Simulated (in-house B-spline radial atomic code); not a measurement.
A fraction x of an electron is removed from 3p in Ar⁺, starting from [Ne] 3s2 3p5 and keeping the highest spin. All numbers are computed (non-relativistic HSE06, spin-polarised, spherical fractional occupations; point nucleus) with an all-electron radial atomic-structure program (B-spline basis), not measured.

Caution: exact exchange at fractional occupations of open shells leaves self-interaction of up to several eV.

```tsv
x	E(x) - E(0) (eV)	3p down level (eV)
0	0.0000	-22.064
0.04	0.8914	-22.507
0.22	5.1232	-24.518
0.31	7.3756	-25.535
0.39	9.4548	-26.445
0.5	12.4330	-27.705
0.56	14.1161	-28.397
0.66	17.0135	-29.555
0.87	23.4778	-32.013
0.92	25.0933	-32.603
1	27.7394	-33.551
```

The exact functional would give a straight line between the two integer points. Deviations E(x) - E(0) - x[E(1) - E(0)], in eV: -0.218 at x = 0.04, -0.979 at x = 0.22, -1.224 at x = 0.31, -1.364 at x = 0.39, -1.437 at x = 0.5, -1.418 at x = 0.56, -1.295 at x = 0.66, -0.655 at x = 0.87, -0.427 at x = 0.92.

The curve lies below the straight line by up to 1.437 eV (at x = 0.5): convex, the delocalisation error, to which spherically averaged exact exchange adds.

Question: How well does Slater's transition state (minus the level at half occupation) give the ionisation energy?

Answer: It gives 27.705 eV against 27.739 eV from the two total energies; NIST lists 27.63 eV, ground level to ground level. The end point has an open shell averaged over its orbitals, so its exact exchange keeps a self-interaction and this is no true integer point.
